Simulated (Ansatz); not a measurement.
Task: Name a neutral molecule of Al, Ga, O, Si and H with LUMO energy (PBE/def2-TZVPP) between -2.50 and -2.20 eV and LUMO energy (B3LYP/def2-TZVPP) between -2.05 and -1.75 eV (Ansatz, PBE0-D4/def2-TZVP geometry).

Result: `[AlH2][O][GaH][SiH3]` (-2.43 eV, -1.89 eV). Other molecules can fit too; these were computed, each in one conformer that needn't be the lowest.

B3LYP here is the variant with VWN-RPA as its local correlation; programs differ in this.
